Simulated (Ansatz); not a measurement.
```yaml
crystal:
  periodic: [false, false, false]
  atoms:
    - {symbol: O, position_ang: [0.842025, 0.494730, -1.543284]}
    - {symbol: Si, position_ang: [0.827363, 0.317161, 0.082773]}
    - {symbol: F, position_ang: [0.813598, 1.754130, 0.789231]}
    - {symbol: Si, position_ang: [-1.026233, -0.817764, 0.930775]}
    - {symbol: H, position_ang: [0.043287, 0.792839, -1.981304]}
    - {symbol: H, position_ang: [2.109823, -0.341676, 0.407203]}
    - {symbol: H, position_ang: [-1.209685, -2.192920, 0.392098]}
    - {symbol: H, position_ang: [-2.308079, -0.063599, 0.866808]}
basis:
  gaussian: {orbitals: def2-SVP}
magnetization: {spin_polarized: true, initial_magnetization: 1}
hamiltonian: {xc: {name: HF}}
correlation: {method: mp2, frozen_orbitals: {O: 0}}
output: {forces: true}
```

```sh
$ ansatz run in.yaml --threads 4 --pin off --events-out ev --progress --plain --max-ram 10444MiB
```

Output, abridged:

```
Functional definition: HF
Error: "frozen_orbitals" has no count for Si
```

Something in this input is off. What?

Frozen orbitals are typed for one element alone, and the program wants a count for each. The program refused the input.
